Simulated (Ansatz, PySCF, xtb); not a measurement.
Process, species as SMILES: CCB(N)N + 2 B (BH3) + C (CH4) -> BC (CH5B) [methylborane] + 2 BN (BNH4) + CC (C2H6) [ethane]
Geometries: B3LYP-D3(BJ)/def2-TZVP minima from Ansatz (a quantum-chemistry and plane-wave program), one conformer each, not searched for the lowest. Frequencies are from Ansatz or PySCF.

Quantity: bond separation energy (enthalpy at 298 K, with B3LYP-D3(BJ) rigid-rotor harmonic-oscillator terms), in kJ/mol. Correlated levels leave the core frozen unless marked. No spin-orbit coupling. No relativistic terms. Basis-set limits of correlation are two-point, X^-3; Hartree-Fock from the larger set. [CCSD(T)-MP2]/basis is that difference in the basis named.

```csv
level,program,bond separation energy (kJ/mol)
GFN1-xTB,xtb,-50.7
PBE/def2-TZVPD,Ansatz,-89.6
B3LYP/def2-TZVPD,Ansatz,-82.4
PBE0-D3(BJ)/def2-TZVP,Ansatz + dftd3,-76.4
PBE0-D4/def2-TZVPD,Ansatz + dftd4,-74.1
BHLYP-D3(BJ)/def2-TZVPD,Ansatz + dftd3,-64.6
RI-MP2/cc-pVTZ,Ansatz,-65.3
CCSD/STO-3G,Ansatz,-120.4
CCSD(T)/6-31G,Ansatz,-77.3
"RI-MP2/CBS(cc-pVTZ,cc-pVQZ)+[CCSD(T)-MP2]/cc-pVTZ",Ansatz,-66.6
```
